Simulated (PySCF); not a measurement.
**Spin states and ions at one geometry of ReH6**

PySCF 2.14.0, UKS PBE0, Re def2-SVP with ECP60, H def2-SVP; non-relativistic Hamiltonian with scalar-relativistic core potentials where named; density fitting; no spin-orbit coupling; singlets restricted, open shells unrestricted. The geometry is relaxed for charge 0, doublet, vacuum (a saddle point, kept by symmetry):

```xyz
7

Re    0.0000    0.0000    0.0000
H     0.6032    0.3239    1.5293
H     0.3239    0.6032   -1.5293
H     1.5293   -0.6032   -0.3239
H    -0.6032    1.5293    0.3239
H    -1.5293   -0.3239   -0.6032
H    -0.3239   -1.5293    0.6032
```

Energies count from the relaxed state; an electron taken off or put on is at rest in vacuum. Charges and spins are Mulliken's.

Order these states by energy, lowest first.
A. charge -1, singlet, vacuum
B. charge -1, triplet, vacuum
C. charge +1, triplet, vacuum
D. charge +1, singlet, vacuum
E. charge 0, doublet, vacuum
F. charge 0, quartet, vacuum

B (-2.02 eV), A (-1.96 eV), E (0.00 eV), F (2.11 eV), C (10.18 eV), D (10.57 eV).

How do charge and spin on the first atom follow?


| state | spin squared | charge on Re1 (e) | spin on Re1 (e) | dipole about the centre of mass (D) |
| --- | --- | --- | --- | --- |
| charge 0, doublet, vacuum | 0.77 | 0.56 | 1.34 | 0.00 |
| charge 0, quartet, vacuum | 3.75 | 0.36 | 1.70 | 0.34 |
| charge +1, singlet, vacuum | 0.00 | 0.94 | 0.00 | 0.00 |
| charge +1, triplet, vacuum | 2.01 | 0.57 | 0.82 | 0.00 |
| charge -1, singlet, vacuum | 0.00 | -0.07 | 0.00 | 0.00 |
| charge -1, triplet, vacuum | 2.02 | 0.05 | 2.14 | 0.50 |

With an electron taken off (triplet, the lower of the two states computed) the charges change, summed by element, by Re +0.01 e, H +0.99 e. The vertical ionisation energy is 10.18 eV, against −ε(HOMO) = 8.01 eV over both spins of the relaxed state. The level lies 2.2 eV too high, as is usual for semilocal functionals and global hybrids, which keep a self-interaction error.

With an electron put on (triplet, the lower of the two states computed) the charges change, summed by element, by Re -0.51 e, H -0.49 e. The vertical electron affinity is 2.02 eV, against −ε(LUMO) = 3.90 eV over both spins of the relaxed state. The basis has no diffuse functions, which an added electron needs.

Open shells may have lower solutions than those found.
